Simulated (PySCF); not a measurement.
C₂H₆ClFOSi. Atoms are numbered in the order given.

```xyz
12

C     -2.0894    -0.3466    -0.9137
C     -1.1397    -0.7861     0.1911
O     -1.3820    -0.1281     1.4119
Si     0.6554    -0.4457    -0.2608
F      1.6332    -0.9606     0.9205
Cl     0.9424     1.5738    -0.4992
H     -2.0170     0.7398    -1.0738
H     -3.1330    -0.5836    -0.6456
H     -1.8734    -0.8564    -1.8663
H     -1.2090    -1.8911     0.3060
H     -2.2875    -0.3152     1.6835
H      1.0561    -1.1408    -1.5098
```

The structure is a stationary point at PBE0-D3(BJ)/def2-SVP. The structure was generated by enumeration; whether it is a known compound was not checked. The values are those of a single conformer.

The numbers are results of PBE0/def2-TZVP in PySCF, not measurements.

Computed frontier levels, gap, dipole moment and polarisability:
highest occupied level: -8.36 eV
lowest empty level: 0.46 eV
orbital gap: 8.82 eV
dipole moment: 0.739 e·Å
quadrupole, principal values (traceless, Buckingham form, about the centre of nuclear charge): -6.57, -1.10, 7.68 D·Å
mean static polarisability: 63.2 bohr³ (9.36 Å³)
polarisability, principal values: 57.8, 62.2, 69.6 bohr³
